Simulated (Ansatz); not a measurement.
Geometry optimisation, RKS BLYP-D4/cc-pVDZ in Ansatz 0.2.0.

The input (input.yaml):

```yaml
crystal:
  periodic: [false, false, false]
  atoms:
    - { symbol: B, position_ang: [-0.248046, 0.421185, -0.294346] }
    - { symbol: Cl, position_ang: [-0.004784, -0.159252, 2.709972] }
    - { symbol: H, position_ang: [0.809103, -0.159903, -0.369138] }
    - { symbol: O, position_ang: [-1.47033, -0.121461, -0.602345] }
    - { symbol: H, position_ang: [-1.400858, -1.07312, -0.81521] }
    - { symbol: O, position_ang: [-0.194356, 1.769192, 0.06913] }
    - { symbol: H, position_ang: [-1.09683, 2.156885, 0.07404] }
    - { symbol: H, position_ang: [0.159702, 1.035474, 2.114297] }
basis:
  gaussian: { orbitals: cc-pVDZ }
hamiltonian:
  xc: blyp
  dispersion: d4
relax:
  f_tol: 0.03
  max_steps: 50
output:
  orbitals: {}
```

Launched with:

```bash
$ ansatz run input.yaml --threads 1 --pin off --max-ram 2048MiB --backend cpu --events-out ev --progress --plain --runs-dir out
```

**Question.** Where does it end, and by what steps?

**Answer.** The run converged. The force dipped under the threshold on the way, but the program's further checks kept it going. After 23 steps the energy has fallen by 0.188 eV; Cl2 moved furthest, 1.73 Å.

| step | energy less start (eV) | largest force component (eV/Å) | accepted |
| --- | --- | --- | --- |
| 0 | 0.0000 | 0.692 | yes |
| 1 | -0.0383 | 0.804 | yes |
| 2 | -0.0744 | 0.628 | yes |
| 3 | -0.1054 | 0.430 | yes |
| 4 | -0.1355 | 0.268 | yes |
| 5 | -0.1485 | 0.314 | yes |
| 6 | -0.1611 | 0.164 | yes |
| 7 | -0.1691 | 0.103 | yes |
| 8 | -0.1678 | 0.474 | no |
| 9 | -0.1697 | 0.125 | yes |
| 10 | -0.1770 | 0.066 | yes |
| 11 | -0.1784 | 0.215 | yes |
| 12 | -0.1813 | 0.131 | yes |
| 13 | -0.1832 | 0.065 | yes |
| 14 | -0.1850 | 0.032 | yes |
| 15 | -0.1797 | 0.341 | no |
| 16 | -0.1854 | 0.023 | yes |
| 17 | -0.1864 | 0.060 | yes |
| 18 | -0.1869 | 0.066 | yes |
| 19 | -0.1874 | 0.055 | yes |
| 20 | -0.1878 | 0.066 | yes |
| 21 | -0.1880 | 0.082 | yes |
| 22 | -0.1883 | 0.057 | yes |
| 23 | -0.1885 | 0.007 | yes |

```xyz
8
Properties=species:S:1:pos:R:3
B -0.488 0.081 -0.335
Cl 0.879 1.129 3.444
H 0.370 -0.760 -0.198
O -1.342 0.169 -1.403
H -1.189 -0.533 -2.065
O -0.608 1.022 0.671
H -1.324 1.670 0.500
H 0.256 1.091 2.272
```

Whether the end is a true minimum wasn't checked by a vibrational analysis.

Time of the run: 45 s on 1 thread of Arm Neoverse V2 (shared host), peak memory 0.12 GiB.
